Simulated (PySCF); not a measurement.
How methods differ on the ionisation energy of La⁵²⁺

La⁵²⁺ [He] 2s2 2p1 (2P) → La⁵³⁺ [He] 2s2 (1S), as a difference of total energies. Computed with PySCF 2.14 in an even-tempered Gaussian basis (19 s from 27 bohr⁻², ratio 2.2; 12 p from 34 bohr⁻², ratio 2.2; 5 d from 130 bohr⁻², ratio 2.4; 5 f from 200 bohr⁻², ratio 2.4; 4 g from 290 bohr⁻², ratio 2.4), with scalar relativity by spin-free X2C-1e. Correlated levels: nothing frozen; virtual orbitals above 40 to 60 times the deepest correlated orbital energy dropped. The calculations carry no spin-orbit coupling.

```json
{"method": "UHF", "ionisation energy (eV)": "10121.4"}
{"method": "LDA", "ionisation energy (eV)": "10113.9"}
{"method": "PBE", "ionisation energy (eV)": "10122.8"}
{"method": "PBE0", "ionisation energy (eV)": "10122.6"}
{"method": "r2SCAN", "ionisation energy (eV)": "10125.3"}
{"method": "B97-3", "ionisation energy (eV)": "10122.1"}
{"method": "TPSSh", "ionisation energy (eV)": "10125.4"}
{"method": "MP2 (all electrons)", "ionisation energy (eV)": "10120.8"}
{"method": "SCS-MP2 (all electrons)", "ionisation energy (eV)": "10120.4"}
```

A first-order spin-orbit estimate (lowest level to lowest level, LS coupling) adds 291.6 eV.

For this ion Breit and QED terms and the two-electron picture change, all absent here, outweigh the differences among the correlated methods.

First order in ζ underestimates the shift of j = l − 1/2 levels at high Z.

For comparison: 10426 ± 4 eV (theoretical estimate listed by NIST; NIST Atomic Spectra Database, ionization energies).
